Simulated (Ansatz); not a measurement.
`C#[C][Hf]([F])([Cl])[Cl]` + `[Cl][GeH2][Cl]` → `[F][Hf]([Cl])([Cl])[Cl]` + `C#[C][GeH2][Cl]`  (redistribution)

Computed with Ansatz on PBE0-D4/def2-TZVP structures; ΔE is electronic, products minus reactants. CBS: MP2 limit from def2 TZ/QZ plus the TZ coupled-cluster correction, frozen cores. DFT in def2-TZVPP. def2 core potentials past Kr. For Ge, Hf outer-core shells are correlated without core-valence functions, which leaves a few kJ/mol of doubt a bond. Scalar relativity is left out up to krypton.

| level | ΔE (kJ/mol) |
| --- | --- |
| BHLYP | -70.8 |
| MP2/def2-QZVPP | -75.1 |

Task: What does CCSD(T)/CBS give? (Estimate.)

Result: Ansatz gave: -73.5 kJ/mol. The listed levels differ from it by 2.7, -1.6 kJ/mol.

Task: What do rigid-rotor, harmonic-oscillator terms from PBE0-D4/def2-TZVP frequencies (298.15 K, 1 bar) make of the CCSD(T)/CBS value? (Best estimate.)

Result: Computed: ΔZPE = +1.7 kJ/mol, ΔH = -72.5 kJ/mol, ΔS = -10 J/(mol·K), ΔG = -69.4 kJ/mol.

Largest T1 diagnostic among the species: 0.015.

From PBE to PBE0 (25 % exact exchange), in def2-TZVPP and without D4, ΔE moves by −3.3 kJ/mol. Leaving LDA and LC-ωPBE aside and taking each functional with its dispersion term where it has one, the values, not all of them listed here, spread over 9.1 kJ/mol, from PBE-QIDH to BLYP-D4. LDA lies −7.5 kJ/mol from PBE without D4.
